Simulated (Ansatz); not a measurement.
cyclo-(F2GeSe)2 (Ge₂Se₂F₄) was relaxed with r2SCAN-D4 (def2-SVP) in Ansatz in these states: charge +1 doublet, neutral singlet. The geometries follow in no particular order.

A:

```xyz
8

Ge    1.0955   -0.8346   -0.6364
F     1.7157   -1.6764   -1.9759
F     2.1902   -0.9385    0.6634
Se    0.4113    1.3957   -1.1530
Ge   -1.1232    0.8321    0.5897
F    -0.5146    1.0934    2.1581
F    -2.6346    1.5916    0.4282
Se   -1.1402   -1.4632   -0.0742
```

B:

| atom | x (Å) | y (Å) | z (Å) |
| --- | --- | --- | --- |
| Ge1 | 0.379 | -0.040 | -1.422 |
| F2 | 1.940 | -0.249 | -2.125 |
| F3 | -0.628 | 0.110 | -2.814 |
| Se4 | -0.247 | -1.811 | -0.015 |
| Ge5 | -0.378 | 0.040 | 1.422 |
| F6 | -1.942 | 0.250 | 2.120 |
| F7 | 0.624 | -0.110 | 2.818 |
| Se8 | 0.252 | 1.811 | 0.016 |

Q: Judge from the bond lengths which geometry belongs to which state (an estimate).

A: A is the charge +1 doublet (Ge1–Se8 2.389 Å, Ge5–Se8 2.389 Å, Se4–Ge5 2.389 Å); B is the neutral singlet (Ge1–Se8 2.347 Å, Ge5–Se8 2.347 Å, Se4–Ge5 2.347 Å).
